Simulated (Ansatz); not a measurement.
All values below come from r2SCAN-D4/def2-SVP (Ansatz, a first-principles code). No frequencies were computed at this level.

Ansatz 0.2 input:
```yaml
crystal:
  periodic: [false, false, false]
  atoms:
    - { symbol: Ta, position_ang: [-0.101375, -0.009324, -0.023931] }
    - { symbol: F, position_ang: [0.468142, 1.342329, 1.079047] }
    - { symbol: F, position_ang: [-1.807575, 0.28219, 0.599753] }
    - { symbol: F, position_ang: [1.025288, -1.144078, 0.886935] }
    - { symbol: F, position_ang: [0.533963, 0.968284, -1.44749] }
    - { symbol: O, position_ang: [-0.650517, -1.319011, -1.091711] }
    - { symbol: H, position_ang: [-0.938493, -2.029157, -1.663757] }
basis:
  gaussian: { orbitals: def2-svp }
hamiltonian:
  xc: r2scan
  dispersion: d4
relax:
  max_steps: 150
```

Output:

```
Functional definition: r2SCAN
1097 factors; their error is unknown
mean field evaluation 1: about -14465.5468 eV, gradient 8.3e1 eV
mean field evaluation 2: about -14385.6520 eV, gradient 2.2e2 eV
mean field evaluation 4: about -14476.1058 eV, gradient 1.7e1 eV
mean field evaluation 8: about -14476.5933 eV, gradient 1.2e-1 eV
mean field evaluation 16: about -14476.5302 eV, gradient 1.1e-4 eV
mean field -14476.53017050 eV, -532.0026712214 hartree, gradient 5.6e-5 eV, S^2 0.000000; 0 other end points of the search recorded, 0 dependent functions left out
reference -14476.53019387 eV, -532.0026720802 hartree; 29, 29 occupied and 78, 78 virtual orbitals, 1097 factors
relax step   1: F+E_penalty+E_count = -14476.55921637 eV  Δ(F+E_penalty+E_count) = +0.000e0 eV  max|allowed force component| = 3.481e0 eV/Å  Δτ_max = 0.0000 Å  (28 SCF iters, accepted)
these checks for a lower state are left out or cut short: starts, cluster_reference, orbital_swaps, neighbouring_geometries, increment
1097 factors; their error is unknown
mean field -14476.90551405 eV, -532.0164648424 hartree, gradient 1.4e-5 eV, S^2 0.000000; 0 other end points of the search recorded, 0 dependent functions left out
reference -14476.90553743 eV, -532.0164657017 hartree; 29, 29 occupied and 78, 78 virtual orbitals, 1097 factors
relax step   2: F+E_penalty+E_count = -14476.93397107 eV  Δ(F+E_penalty+E_count) = -3.748e-1 eV  max|allowed force component| = 2.018e-1 eV/Å  Δτ_max = 0.0863 Å  (35 SCF iters, accepted)
these checks for a lower state are left out or cut short: starts, cluster_reference, orbital_swaps, neighbouring_geometries, increment
1097 factors; their error is unknown
mean field evaluation 32: about -14476.9072 eV, gradient 1.7e-5 eV
mean field -14476.90716982 eV, -532.0165256906 hartree, gradient 1.7e-5 eV, S^2 0.000000; 0 other end points of the search recorded, 0 dependent functions left out
reference -14476.90719318 eV, -532.0165265492 hartree; 29, 29 occupied and 78, 78 virtual orbitals, 1097 factors
relax step   3: F+E_penalty+E_count = -14476.93564075 eV  Δ(F+E_penalty+E_count) = -1.670e-3 eV  max|allowed force component| = 7.358e-2 eV/Å  Δτ_max = 0.0054 Å  (30 SCF iters, accepted)
these checks for a lower state are left out or cut short: starts, cluster_reference, orbital_swaps, neighbouring_geometries, increment
1097 factors; their error is unknown
mean field -14476.90726550 eV, -532.0165292070 hartree, gradient 1.5e-5 eV, S^2 0.000000; 0 other end points of the search recorded, 0 dependent functions left out
reference -14476.90728886 eV, -532.0165300655 hartree; 29, 29 occupied and 78, 78 virtual orbitals, 1097 factors
relax step   4: F+E_penalty+E_count = -14476.93573829 eV  Δ(F+E_penalty+E_count) = -9.754e-5 eV  max|allowed force component| = 5.240e-3 eV/Å  Δτ_max = 0.0013 Å  (31 SCF iters, accepted)
1097 factors; their error is unknown
mean field -14476.90726550 eV, -532.0165292070 hartree, gradient 1.5e-5 eV, S^2 0.000000; 1 other end points of the search recorded, 0 dependent functions left out
reference -14476.90728886 eV, -532.0165300655 hartree; 29, 29 occupied and 78, 78 virtual orbitals, 1097 factors
Total energy: -14476.93576165 eV, -532.0175764211 hartree
Atom 0 at    -0.094627     0.006644    -0.010741 Å, force    -0.001942    -0.003261    -0.003537 eV/Å
Atom 1 at     0.493168     1.401233     1.128050 Å, force     0.000013     0.000665     0.000648 eV/Å
Atom 2 at    -1.828184     0.303937     0.622774 Å, force    -0.002650     0.002142     0.002124 eV/Å
Atom 3 at     1.051163    -1.144395     0.915479 Å, force     0.002990    -0.000558     0.002804 eV/Å
Atom 4 at     0.551012     1.000590    -1.456578 Å, force     0.001729     0.003187    -0.001199 eV/Å
Atom 5 at    -0.676375    -1.382492    -1.142727 Å, force     0.000942    -0.005240    -0.001671 eV/Å
Atom 6 at    -0.966723    -2.094284    -1.717411 Å, force    -0.001081     0.003066     0.000832 eV/Å
Dipole moment:    -0.221440    -0.532402    -0.432756 e Å
```

Cost: around 29 core-seconds (rough).
